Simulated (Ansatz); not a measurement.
Isolated molecules relaxed with PBE0-D4/def2-TZVP in Ansatz; ΔE leaves out vibrations. CCSD(T)/CBS adds triple-zeta CCSD(T) − MP2 to the extrapolated MP2 energy (def2 sets, frozen cores). This one scheme is used for every species. Functionals use def2-TZVPP. B3LYP here is the variant with VWN-RPA as its local correlation; programs differ in this. For Ge outer-core shells are correlated without core-valence functions, which leaves a few kJ/mol of doubt a bond. Scalar relativity is left out up to krypton. One conformer a species, not always the lowest.

`C#CCCl` + `[CH3][GeH3]` → `C#CC[CH2][GeH3]` + HCl  (formal exchange of groups at a C–Cl bond)

`C#CCCl`:

Cartesian coordinates in Å:
```
C -1.191 -1.257 0.177
C -0.353 -0.402 0.107
C 0.661 0.622 0.040
Cl 0.655 1.480 -1.531
H -1.936 -2.014 0.236
H 0.507 1.377 0.811
H 1.657 0.195 0.160
```

`[CH3][GeH3]`:

```xyz
8

C    -0.639   -0.774   -0.257
Ge    0.566    0.685    0.227
H    -1.617   -0.380   -0.536
H    -0.235   -1.334   -1.101
H    -0.765   -1.455    0.585
H     0.742    1.652   -0.957
H     1.948    0.132    0.617
H     0.000    1.474    1.422
```

`C#CC[CH2][GeH3]`:

Cartesian coordinates in Å:
```
C 3.079 0.094 -0.795
C 1.900 0.296 -0.693
C 0.470 0.513 -0.546
C -0.175 -0.464 0.440
Ge -2.105 -0.179 0.640
H 4.124 -0.080 -0.891
H 0.301 1.545 -0.221
H -0.004 0.425 -1.530
H 0.293 -0.367 1.422
H -0.009 -1.492 0.110
H -2.695 -1.189 1.638
H -2.804 -0.350 -0.722
H -2.375 1.249 1.150
```

HCl:

Z-matrix (Å, degrees):
```
Cl
H 1 1.279
```

Q: Is it downhill or uphill in electronic energy at CCSD(T)/CBS, and by how much? (Best estimate.)

A: Ansatz gave: Downhill: ΔE = -0.31 eV.

Q: What do these levels give: PBE-D4, r2SCAN-D4, PBE0-D4, B3LYP-D4, ωB97X-V, B2PLYP, B3LYP, MP2/def2-TZVPP, SCS-MP2/def2-TZVPP, CCSD/def2-TZVPP, HF/def2-QZVPP, SCS-MP2/def2-QZVPP? (An estimate is asked.)

A: Computed: PBE-D4 -0.22, r2SCAN-D4 -0.24, PBE0-D4 -0.26, B3LYP-D4 -0.23, ωB97X-V -0.27, B2PLYP -0.22, B3LYP -0.17, MP2/def2-TZVPP -0.33, SCS-MP2/def2-TZVPP -0.29, CCSD/def2-TZVPP -0.32, HF/def2-QZVPP -0.22, SCS-MP2/def2-QZVPP -0.29 eV.

Largest T1 diagnostic among the species: 0.011.

From PBE to PBE0 (25 % exact exchange), in def2-TZVPP and without D4, ΔE moves by −0.04 eV. In def2-TZVPP, CCSD(T) changes the Hartree–Fock value by −0.10 eV (the triples alone add +0.00 eV) and MP2 by −0.10 eV.
